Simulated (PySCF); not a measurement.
C2H6FNOSi, SMILES C1OC[Si]1(N)F.

Coordinates come from a ωB97X-D3(BJ)/def2-SVP optimisation. This is a generated structure with no PubChem entry under its InChIKey; it may be hypothetical. Other conformers were not sampled.

Two levels are set side by side: TDDFT-PBE/def2-SVPD (PySCF) and TDDFT-ωB97X/def2-SVPD (PySCF). Vertical, same geometry. The lowest singlet is HOMO→LUMO 99 % with PBE and HOMO→LUMO+1 53 %, HOMO→LUMO 22 % with the other functional; states are paired by order. Differences are taken from unrounded values.

```csv
quantity,TDDFT-ωB97X
lowest singlet excitation (eV),7.12
lowest triplet excitation (TDA) (eV),6.68
```

Q: What does TDDFT-PBE give, and how far is it from TDDFT-ωB97X? (The exact figures need the calculation; the answer reports its results.)

A: 
```
quantity                              TDDFT-PBE  TDDFT-PBE minus TDDFT-ωB97X
------------------------------------  ---------  ---------------------------
lowest singlet excitation (eV)             5.24                        -1.88
lowest triplet excitation (TDA) (eV)       5.11                        -1.57
```

Functionals without exact exchange tend to place singlet excitations lower, as here. Differences between two approximate levels are no errors against the true value.

Rough cost on one machine, each run with all the roots and properties that it gave: TDDFT-ωB97X against TDDFT-PBE about 8 times.
